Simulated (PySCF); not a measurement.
A run for PySCF: R-B3LYP/6-31G* on N2 (SMILES N#N) with ghost functions, monomers drawn apart or pushed together.

```python
from pyscf import gto, scf, dft, mp
from pyscf.data.elements import chemcore

mol = gto.M(
    atom='''
    N    -0.01772997   -0.00663496    2.94891427
    N    -0.03778170   -0.07969666    4.03660790
    ghost-O    0.04133241    0.02045107   -0.11459284
    ghost-H    0.06208487   -0.06993120    0.84396392
    ghost-H   -0.24688382    0.92409894   -0.27728198
    ''',
    basis='6-31g*',
    cart=True,
    charge=0, spin=0, verbose=3, max_memory=1800)
mf = dft.RKS(mol, xc='b3lyp')
mf.conv_tol = 1e-8
mf.max_cycle = 100
mf.kernel()
if not mf.converged:
    mf = mf.newton().run(mf.mo_coeff, mf.mo_occ)
```

Q: Give the final energy of this run.

A: -109.5242 hartree.
